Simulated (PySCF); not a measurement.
Levels of Pb(51+) from EOM-EA-GCCSD

Reference: closed-shell Pb(52+), [Ar] 3d10 4s2; one electron is added. Calculated with PySCF 2.14, two-component X2C-1e with screened spin-orbit coupling, an even-tempered Gaussian basis (18 s from 3.4 bohr⁻², ratio 2.6; 15 p from 4.4 bohr⁻², ratio 2.6; 10 d from 4.4 bohr⁻², ratio 2.6; 6 f from 4.6 bohr⁻², ratio 2.8); frozen [Ar]; the 92 highest virtual spinors dropped; of the others 68 kept and the rest restored at second order. No Breit or QED terms. Binding energies in eV.

```json
{"level": "4p1/2", "Koopmans": "3036.8", "second order": "3038.3", "EOM-CCSD": "3038.1"}
{"level": "4p3/2", "Koopmans": "2865.6", "second order": "2867.6", "EOM-CCSD": "2867.5"}
```

For comparison, the ionisation energy of Pb(51+) is 3036 ± 4 eV (theoretical estimate listed by NIST; NIST Atomic Spectra Database, ionization energies).
